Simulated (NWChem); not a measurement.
Molecule: MoSOF₂; SMILES [F][Mo]([F])(=[O])=[S]

def2 effective core potentials on Mo; no spin-orbit coupling.

Task: Give the equilibrium geometry at PBE0/def2-SVP with def2 effective core potentials on Mo (NWChem) as a list of bonds and angles, with the point group.

Result: point group Cs; any orientation.
Bond lengths (Å): Mo1–O2 1.656, Mo1–S3 2.100, Mo1–F4 1.833, Mo1–F5 1.833. Bond angles (°): O2–Mo1–S3 107.1, O2–Mo1–F4 109.4, O2–Mo1–F5 109.4, S3–Mo1–F4 109.0, S3–Mo1–F5 109.0, F4–Mo1–F5 112.8.
